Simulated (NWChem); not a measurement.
Species: C$_{2}$H$_{4}$N$_{2}$OSi; SMILES [SiH3]O/C=N/C#N

```xyz
10

N      0.3012     3.3234     0.0000
C      0.1880     2.1656     0.0000
N      0.1585     0.8374     0.0000
C     -0.9452     0.1890     0.0000
O     -0.9567    -1.1173     0.0000
Si     0.5276    -2.0123     0.0000
H     -1.9462     0.6497     0.0000
H      1.2880    -1.6984    -1.2363
H      1.2880    -1.6984     1.2363
H      0.0430    -3.4152     0.0000
```
Atoms are numbered in this order, from 1.

Program: NWChem. Pople sets run with spherical d functions. STO-3G and 3-21G are far too small for this property and stand as cheap habits. All runs use the structure optimised with PBE0/def2-SVP. Field at 589 nm.

```
level            isotropic polarisability (bohr³)  anisotropy (bohr³)
---------------  --------------------------------  ------------------
B3LYP/STO-3G                                  ___                 ___
B3LYP/6-31G*                                 58.2                55.4
B3LYP/def2-SVP                               60.9                53.9
B3LYP/def2-SVPD                              72.3                54.3
```

**Question.** Fill in the missing entries.

**Answer.** 
- B3LYP/STO-3G, isotropic polarisability (bohr³): 35.4
- B3LYP/STO-3G, anisotropy (bohr³): 46.6
